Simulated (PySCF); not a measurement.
AlI, optimised at PBE0/def2-TZVP:

```xyz
2

Al     0.0030    -0.9406     0.8624
I     -0.0030     0.9406    -0.8624
```

Computed with PySCF (xtb for GFN2) and rigid-rotor harmonic-oscillator thermochemistry at 1 bar. All species are closed-shell singlets. I: scalar-relativistic def2 core potential, no spin-orbit coupling.

List the harmonic frequencies (cm⁻¹, unscaled) at this level and at the other levels, each on its own geometry.


- PBE0/def2-TZVP: 313
- GFN2-xTB: 406
- PBE/def2-SVP: 310
